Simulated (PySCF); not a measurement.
Compound: C5H16Si2.
SMILES with atom numbers: `[CH3:1][CH2:2][CH2:3][CH2:4][CH2:5][SiH2:6][SiH3:7]` (hydrogens: H8, H9, H10 on C1; H11, H12 on C2; H13, H14 on C3; H15, H16 on C4; H17, H18 on C5; H19, H20 on Si6; H21, H22, H23 on Si7)

Theory: PBE0-D3(BJ)/def2-SVP geometry optimisation, gas phase (PySCF).

**Question.** What internal coordinates does the optimisation give?

**Answer.** 
```json
{"bond": "C1–C2", "length (Å)": "1.520"}
{"bond": "C2–C3", "length (Å)": "1.522"}
{"bond": "C3–C4", "length (Å)": "1.523"}
{"bond": "C4–C5", "length (Å)": "1.527"}
{"bond": "C5–Si6", "length (Å)": "1.891"}
{"bond": "Si6–Si7", "length (Å)": "2.349"}
{"bond": "C1–H8, C1–H9, C1–H10", "length (Å)": "1.101"}
{"bond": "C2–H11, C2–H12", "length (Å)": "1.105"}
{"bond": "C3–H13, C3–H14", "length (Å)": "1.105"}
{"bond": "C4–H15, C4–H16", "length (Å)": "1.105"}
{"bond": "C5–H17, C5–H18", "length (Å)": "1.105"}
{"bond": "Si6–H19, Si6–H20", "length (Å)": "1.499"}
{"bond": "Si7–H21, Si7–H22, Si7–H23", "length (Å)": "1.497"}
```

Bonds in one row agree within 0.01 Å and their mean is given. A selection of angles:
```json
{"angle": "C2–C1–H8", "degrees": "111.3"}
{"angle": "H8–C1–H9", "degrees": "107.3"}
{"angle": "C1–C2–C3", "degrees": "113.4"}
{"angle": "C1–C2–H11", "degrees": "109.7"}
{"angle": "C3–C2–H11", "degrees": "109.1"}
{"angle": "H11–C2–H12", "degrees": "105.6"}
{"angle": "C2–C3–C4", "degrees": "113.7"}
{"angle": "C2–C3–H13", "degrees": "109.4"}
{"angle": "C4–C3–H13", "degrees": "109.1"}
{"angle": "H13–C3–H14", "degrees": "105.7"}
{"angle": "C3–C4–C5", "degrees": "113.6"}
{"angle": "C3–C4–H15", "degrees": "109.1"}
{"angle": "C5–C4–H15", "degrees": "109.8"}
{"angle": "H15–C4–H16", "degrees": "105.4"}
{"angle": "C4–C5–Si6", "degrees": "114.5"}
{"angle": "C4–C5–H17", "degrees": "110.2"}
{"angle": "Si6–C5–H17", "degrees": "107.6"}
{"angle": "H17–C5–H18", "degrees": "105.8"}
{"angle": "C5–Si6–Si7", "degrees": "110.4"}
{"angle": "C5–Si6–H19", "degrees": "110.2"}
{"angle": "Si7–Si6–H19", "degrees": "109.0"}
{"angle": "H19–Si6–H20", "degrees": "107.8"}
{"angle": "Si6–Si7–H21", "degrees": "109.8"}
{"angle": "Si6–Si7–H22", "degrees": "110.9"}
{"angle": "H21–Si7–H22", "degrees": "108.0"}
```

Torsions: C1–C2–C3–C4 180° (antiperiplanar); C2–C3–C4–C5 180° (antiperiplanar); C3–C4–C5–Si6 180° (antiperiplanar); C4–C5–Si6–Si7 -56° (synclinal). The mirror-image conformer, all signs reversed, is as good.

Si6 (SiH2 silicon) is tetrahedral (angles from 107.8° to 110.5°). Si7 (SiH3 silicon) is tetrahedral (angles from 108.0° to 111.4°). Of the pairs four or more bonds apart, Si7···H16 is among the closest relative to their van der Waals radii: 3.22 Å, 98 % of the sum of Bondi's values.

Point group: C1 (no symmetry element, even within 0.4 Å). Not checked by PBE0-D3(BJ)/def2-SVP frequencies. The numbers are those of one conformer.
